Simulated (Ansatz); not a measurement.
Basis-set extrapolation for `CC(C)(C)N[Si](Cl)(Cl)Cl` (PBE0-D4/def2-TZVP geometry, frozen core, the Gaussian-basis code of Ansatz). Multiplicity 1, RHF reference.

```tsv
	def2-TZVPP	def2-QZVPP
HF	-1879.510924	-1879.567942
MP2 correlation	-1.598187	-1.726409
CCSD(T) correlation	-1.761417	not run
```

Energies in hartree. Use E(X) = E(∞) + A·exp(−7.88·√X) for Hartree–Fock and E(X) = E(∞) + B·X^(−2.97) for correlation, with X = 3 and 4, and add CCSD(T) minus MP2 of the smaller set to the MP2 limit.

Q: What is the CCSD(T) energy at the basis-set limit?

A: HF limit: -1879.567942 + (-0.057018) × 0.13774 = -1879.57580. MP2 limit: -1.726409 + (-0.128222) × 0.74074 = -1.82139. Higher-order term: -1.761417 − (-1.598187) = -0.16323. Total: -1881.56042 hartree, 7.84 eV below CCSD(T)/def2-TZVPP.
